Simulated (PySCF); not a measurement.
C₇H₈N₂.
Cartesian coordinates in Å at the PBE0-D3(BJ)/def2-SVP level; atoms count from 1:
```xyz
17
C7H8N2 angstrom
N      3.323   -0.406    0.729
C      2.554   -0.247   -0.274
C      1.104   -0.089   -0.144
C      0.483   -0.103    1.115
C     -0.887    0.043    1.236
C     -1.699    0.211    0.095
N     -3.053    0.396    0.219
C     -1.078    0.225   -1.168
C      0.297    0.078   -1.276
H      4.294   -0.498    0.423
H      2.924   -0.215   -1.319
H      1.116   -0.235    1.996
H     -1.353    0.033    2.226
H     -3.486    0.120    1.090
H     -3.625    0.250   -0.600
H     -1.689    0.356   -2.065
H      0.761    0.091   -2.268
```

Level: CAM-B3LYP/def2-SVPD in PySCF, non-relativistic, on one gas-phase PBE0-D3(BJ)/def2-SVP geometry that isn't relaxed in the solvent. The solvent is an IEF-PCM continuum (van der Waals radii × 1.2), and excitations are vertical TDDFT with non-equilibrium linear response and a frozen core. The model holds no explicit solvent molecules, cavitation or dispersion.

Gas-phase singlets (H = HOMO, L = LUMO):

```tsv
state	E (eV)	λ (nm)	f	leading configurations
S1	4.675	265	0.203	H→L 53%, H→L+1 36%
S2	4.859	255	0.291	H→L+1 42%, H→L 41%
S3	4.991	248	0.001	H-2→L 89%, H-2→L+6 9%
S4	5.636	220	0.002	H→L+2 92%
S5	6.057	205	0.189	H-1→L 75%, H→L+1 19%
```

Question: Give the list for benzene (ε = 2.271), n² = 2.25.

Answer: 
```
state  E (eV)  λ (nm)      f  leading configurations  change by rank (eV)
   S1   4.526     274  0.501       H→L 86%, H→L+1 9%               -0.149
   S2   4.773     260  0.172    H→L+1 71%, H-1→L 16%               -0.086
   S3   5.034     246  0.001               H-2→L 90%               +0.043
   S4   5.800     214  0.001    H→L+2 84%, H→L+3 10%               +0.164
   S5   5.919     209  0.269    H-1→L 79%, H→L+1 17%               -0.138
```

Question: What are the lowest 5 singlets in tetrahydrofuran (ε = 7.426)?

Answer: 
```tsv
state	E (eV)	λ (nm)	f	leading configurations	change by rank (eV)
S1	4.502	275	0.487	H→L 86%, H→L+1 9%	-0.173
S2	4.771	260	0.164	H→L+1 72%, H-1→L 16%	-0.088
S3	5.088	244	0.001	H-2→L 90%	+0.097
S4	5.906	210	0.251	H-1→L 79%, H→L+1 17%	+0.270
S5	5.921	209	0.004	H→L+2 76%, H→L+3 18%	-0.136
```

Question: The ground-state energy changes by -0.343 eV from gas to tetrahydrofuran. By how much does the total energy of gas-phase S3 change?

Answer: E(S3) = E(S0) + excitation energy, so it changes by -0.343 + 0.097 = -0.246 eV: it is lowered less than the ground state, which is what a blue shift means. This is the vertical state, with the slow part of the continuum still set for S0.

Question: How do the frontier levels move from gas to tetrahydrofuran?

Answer: 
```csv
orbital,gas (eV),solvent (eV),change (eV)
LUMO+2,1.31,1.60,+0.29
LUMO+1,0.82,0.81,-0.01
LUMO,0.07,-0.03,-0.10
HOMO,-7.15,-7.13,+0.02
HOMO-1,-8.62,-8.66,-0.04
HOMO-2,-8.90,-9.13,-0.23
HOMO-3,-9.94,-9.98,-0.04
```

The HOMO–LUMO gap goes from 7.22 to 7.10 eV. Rows go by rank; for LUMO+2 the atom shares or the degeneracy differ between the runs, so the row needn't follow one orbital.
